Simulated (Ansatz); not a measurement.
`COBCl` → `[CH2]` (triplet) + `OBCl` at 600 K and 1 bar (formal loss of a carbene).

Computed with Ansatz on PBE0-D4/def2-TZVP structures; ΔE is electronic, products minus reactants. CBS: MP2 limit from def2 TZ/QZ plus the TZ coupled-cluster correction, frozen cores. This one scheme is used for every species. Triplets are unrestricted, without spin–orbit coupling. One conformer a species, not always the lowest.

| species | CCSD(T)/CBS energy (Eh) | H − E (kJ/mol) | S (J/(mol·K)) |
| --- | --- | --- | --- |
| `COBCl` | -600.27977 | 193.6 | 366.3 |
| `[CH2]` (triplet) | -39.09499 | 66.5 | 220.8 |
| `OBCl` | -561.03999 | 107.2 | 308.7 |

H − E and S are ideal-gas, rigid-rotor, harmonic terms from PBE0-D4/def2-TZVP, for one conformer and one mirror image of each species, with the whole ground term of open shells counted as degenerate. 1 Eh = 2625.50 kJ/mol, R = 8.31446 J/(mol·K).

Task: By hand: ΔE, ΔH, ΔS and ΔG.

Result: ΔE = (-39.09499) + (-561.03999) − (-600.27977) = 0.14479 Eh = 380.1 kJ/mol. Δ(H − E) = 66.5 + 107.2 − 193.6 = -19.9, so ΔH = 360.2 kJ/mol. ΔS = 220.8 + 308.7 − 366.3 = 163.2 J/(mol·K). ΔG = 360.2 − 600 × (163.2)/1000 = 262.3 kJ/mol.

Task: By hand: the equilibrium constant, and the temperature at which ΔG would vanish if ΔH and ΔS stayed fixed.

Result: log₁₀ K = −ΔG/(RT ln 10) = -22.8. ΔG = 0 at ΔH/ΔS = 2207 K.

The number of gas molecules changes by +1, which sets the sign of ΔS. A doubt of 5 kJ/mol in ΔE shifts log₁₀ K by 0.4 here. Other conformers and mirror images would add mixing entropy, several J/(mol·K) or more a flexible species. A triplet takes part, so the spin changes. These are equilibria of isolated gas molecules and say nothing of rates. Largest T1 diagnostic: 0.012 (customary marks: 0.02 for closed shells, 0.045 for open ones).
